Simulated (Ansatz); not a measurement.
C4H5F3 can be A, `C/C=C/C(F)(F)F`, or B, `FC1[C@@H](F)C[C@@H]1F`.

Calculated with Ansatz (gas phase, PBE0-D4/def2-TZVP geometries, no zero-point term in ΔE). CCSD(T)/CBS adds triple-zeta CCSD(T) − MP2 to the extrapolated MP2 energy (def2 sets, frozen cores). Functionals use def2-TZVPP. B3LYP here is the variant with VWN-RPA as its local correlation; programs differ in this.

A:

```xyz
12

C    -0.706   -1.821    0.254
C    -0.464   -0.435   -0.223
C     0.468    0.374    0.257
C     0.687    1.759   -0.240
F     0.537    2.660    0.746
F     1.937    1.916   -0.711
F    -0.151    2.106   -1.223
H    -0.020   -2.102    1.054
H    -0.593   -2.535   -0.568
H    -1.731   -1.927    0.621
H    -1.105   -0.071   -1.022
H     1.141    0.075    1.054
```

B:

Z-matrix (Å, degrees):
```
C
C 1 1.535
C 1 1.539 2 89.2
F 1 1.378 2 112.0 3 112.1
H 1 1.091 2 118.6 3 -119.5
C 2 1.531 1 87.8 3 -19.2
H 2 1.089 1 117.4 3 -140.8
H 2 1.091 1 110.2 3 91.8
F 3 1.371 1 109.8 2 -92.5
H 3 1.091 1 118.1 2 141.2
F 6 1.362 2 117.8 1 139.5
H 6 1.093 2 112.4 1 -92.8
```

(1) Which is lower in electronic energy at CCSD(T)/CBS, and by how much? (Estimate.)

(2) Give E(B) − E(A) in kJ/mol with B2PLYP, CCSD(T)/def2-TZVPP, LDA (SPW92), MP2/def2-TZVPP, B3LYP, CCSD(T)/def2-SVP, CCSD/def2-TZVPP. (Estimate.)

(3) Does the order hold for the free energy at 298.15 K (harmonic terms from PBE0-D4)? (Estimate.)

Largest T1 diagnostic: 0.012.

Answers

(1) The calculation gave: A, by 105.3 kJ/mol.

(2) The calculation gave: B2PLYP 113.2, CCSD(T)/def2-TZVPP 107.5, LDA (SPW92) 96.0, MP2/def2-TZVPP 107.1, B3LYP 114.7, CCSD(T)/def2-SVP 124.1, CCSD/def2-TZVPP 105.8. None reverses the order clearly.

(3) Ansatz gave: Yes: G(B) − G(A) = +114.5 kJ/mol.

In def2-TZVPP, CCSD(T) changes the Hartree–Fock value by −14.4 kJ/mol (the triples alone add +1.7 kJ/mol) and MP2 by −14.9 kJ/mol. From PBE to PBE0 (25 % exact exchange), in def2-TZVPP and without D4, E(B) − E(A) moves by −4.1 kJ/mol.
